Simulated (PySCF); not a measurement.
Si(AsH2)(F)3 (AsF₃H₂Si), SMILES F[Si](F)([AsH2])F. Atoms are numbered in the order given.

```xyz
7

F     -1.4459    -0.7557     1.2969
Si    -0.8677     0.0022     0.0000
F     -1.4459    -0.7557    -1.2969
F     -1.5110     1.4780     0.0000
As     1.4774    -0.0529     0.0000
H      1.5086     1.0075    -1.1022
H      1.5086     1.0075     1.1022
```

The structure is a stationary point at B3LYP-D3(BJ)/def2-SVP.

Two levels are set side by side: PBE/pcSseg-1 (PySCF) and HF/pcSseg-1 (PySCF). GIAO shifts against AsH3 (⁷⁵As), CFCl3 (¹⁹F), TMS (²⁹Si), TMS (¹H) at the same level; non-relativistic, no solvent, atoms listed together averaged. Differences are taken from unrounded values.

| quantity | HF |
|---|---|
| δ(²⁹Si) of Si2 (ppm) | -41.2 |
| δ(⁷⁵As) of As5 (ppm) | -88.9 |
| δ(¹H) of H6, H7 (ppm) | 2.52 |

Task: What does PBE give, and how far is it from HF? (An estimate is asked for; the answer gives what the named calculation found.)

Result: 
| quantity | PBE | PBE minus HF |
|---|---|---|
| δ(²⁹Si) of Si2 (ppm) | -28.4 | 12.8 |
| δ(⁷⁵As) of As5 (ppm) | -53.1 | 35.9 |
| δ(¹H) of H6, H7 (ppm) | 2.40 | -0.12 |

Rough cost on one machine, each run with all the roots and properties that it gave: HF against PBE within a factor of 2.
